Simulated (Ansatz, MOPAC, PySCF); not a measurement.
Constitutional and geometric isomers with formula CH6Si3. Isolated molecules, 0 K electronic values unless said otherwise. Strings in code marks are SMILES.

Quantity: electronic energy of isomers of CH6Si3 relative to `C1=[SiH][SiH2][SiH2]1`, in kcal/mol. The restricted reference of `C1[SiH]=[SiH][SiH2]1`, `C1=[SiH][SiH2][SiH2]1`, `C=[Si]1[SiH2][SiH2]1`, `C[SiH]1[SiH]=[SiH]1` and `C[Si]1=[SiH][SiH2]1` is unstable towards unrestricted orbitals. Semi-empirical values (MOPAC) are differences of heats of formation.

Level 1: frozen-core CCSD(T)/cc-pVTZ // PBE0-D3(BJ)/def2-TZVP (Ansatz, a first-principles code)
Level 2: PBE-D3(BJ)/def2-TZVP // PBE0-D3(BJ)/def2-TZVP (PySCF)
Level 3: HF/6-31G* // PBE0-D3(BJ)/def2-TZVP (PySCF)
Level 4: AM1 // PBE0-D3(BJ)/def2-TZVP (MOPAC)

| species | level 1 | level 2 | level 3 | level 4 |
|---|---|---|---|---|
| `[SiH2]=C1[SiH2][SiH2]1` | 25.7 | 25.0 | 23.6 | -1.36 |
| `C[SiH]1[SiH]=[SiH]1` | 11.5 | 8.10 | 17.9 | 27.6 |
| `C=[Si]1[SiH2][SiH2]1` | 25.1 | 21.7 | 28.5 | 16.8 |
| `C[Si]1=[SiH][SiH2]1` | 11.5 | 7.70 | 17.5 | 25.6 |
| `C1[SiH]=[SiH][SiH2]1` | 0.96 | -0.57 | 4.38 | 4.68 |
